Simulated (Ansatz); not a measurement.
Consider the isomerisation: `CB1[CH2][GeH2][NH]1` → `[BH2][GeH2][C](C)=N`.

Isolated molecules relaxed with PBE0-D4/def2-TZVP in Ansatz; ΔE leaves out vibrations. CCSD(T)/CBS adds triple-zeta CCSD(T) − MP2 to the extrapolated MP2 energy (def2 sets, frozen cores). For Ge outer-core shells are correlated without core-valence functions, which leaves a few kJ/mol of doubt a bond. Scalar relativity is left out up to krypton. Each species was taken in one conformer, which may not be the lowest.

| species | MP2/CBS(def2) energy (Eh) |
| --- | --- |
| `CB1[CH2][GeH2][NH]1` | -2236.50519 |
| `[BH2][GeH2][C](C)=N` | -2236.38159 |

(1) Work out ΔE.

Largest T1 diagnostic among the species: 0.014.

Answers

(1) ΔE = (-2236.38159) − (-2236.50519) = 0.12360 Eh = +324.5 kJ/mol. CCSD(T)/CBS gives +304.2 kJ/mol.

In def2-TZVPP, CCSD(T) changes the Hartree–Fock value by +19.3 kJ/mol (the triples alone add −0.2 kJ/mol) and MP2 by +39.6 kJ/mol. From PBE to PBE0 (25 % exact exchange), in def2-TZVPP and without D4, ΔE moves by +16.9 kJ/mol.
